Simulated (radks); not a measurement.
Fractional charge and spin in the 3d shell of copper: the spin-up occupation runs from 4 to 5 and the spin-down occupation from 4 to 5; the fullest corner is Cu, [Ar] 4s(up 0.5, down 0.5) 3d(up 5, down 5). Calculated with a radial shooting solver on a logarithmic mesh with Libxc functionals: scalar-relativistic Kohn-Sham, PBE, spin-polarised, spherical densities, finite nucleus; Fermi nuclear charge, rms radius of each element as measured or else 0.836 A^(1/3) + 0.57 fm. Energy (eV) above the fullest corner. The planes named below are the two flat planes that join the four corners, with an edge along up + down = one added electron.

down \ up,4,4.5,5
4,38.968,23.002,11.322
4.5,23.002,11.578,3.996
5,11.322,3.996,0.000

Corners above the fullest one (they belong to Cu+ and the next ion): (up 5, down 4) 11.322 eV, (up 4, down 5) 11.322 eV, (up 4, down 4) 38.968 eV. With half an added electron in each spin the energy lies 0.257 eV from the planes, and with half an added electron in spin up alone -2.143 eV. The planes are only a guide here: the flat-plane condition holds for ground states with one frontier orbital, while this shell lies below other occupied shells, so the corners above the fullest one are inner-hole states and not the ground states of those ions.
